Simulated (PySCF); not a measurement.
## A small calculation by hand: dipole moment from atomic charges

TeCl4, SMILES Cl[Te](Cl)(Cl)Cl. Atoms are numbered in the order given.

```xyz
5

Te     0.0000     0.0000    -0.4329
Cl     1.8022     0.0000     1.0609
Cl     0.0000    -2.4451    -0.3989
Cl    -1.8022     0.0000     1.0609
Cl     0.0000     2.4451    -0.3989
```

Coordinates come from a PBE0-D3(BJ)/def2-SVP optimisation. The isomer is the one that the SMILES or the coordinates give; other isomers of the formula were not compared. The def2 effective core potentials stand for the cores of Te; spin–orbit coupling is left out.

Charges (e) from PySCF with B3LYP/def2-TZVP:

```json
[
 {"atom": "Te1", "Mulliken": "0.983", "ESP fit": "0.655"},
 {"atom": "Cl2", "Mulliken": "-0.167", "ESP fit": "-0.072"},
 {"atom": "Cl3", "Mulliken": "-0.324", "ESP fit": "-0.256"},
 {"atom": "Cl4", "Mulliken": "-0.167", "ESP fit": "-0.072"},
 {"atom": "Cl5", "Mulliken": "-0.324", "ESP fit": "-0.256"}
]
```

The dipole moment of the full density is 1.06 D.

What dipole moment does each set of point charges give, and which comes closer to that of the density?


μ = Σ q r, and 1 e Å = 4.8032 D.
Mulliken: Σ q r = (0.000, 0.000, -0.521) e Å, |μ| = 2.50 D.
ESP fit: Σ q r = (0.000, 0.000, -0.232) e Å, |μ| = 1.11 D.
ESP fit comes closer in size. Point charges leave out the atoms' own dipoles (lone pairs, polarised bonds); fits to the potential absorb them, partitions of the density don't.
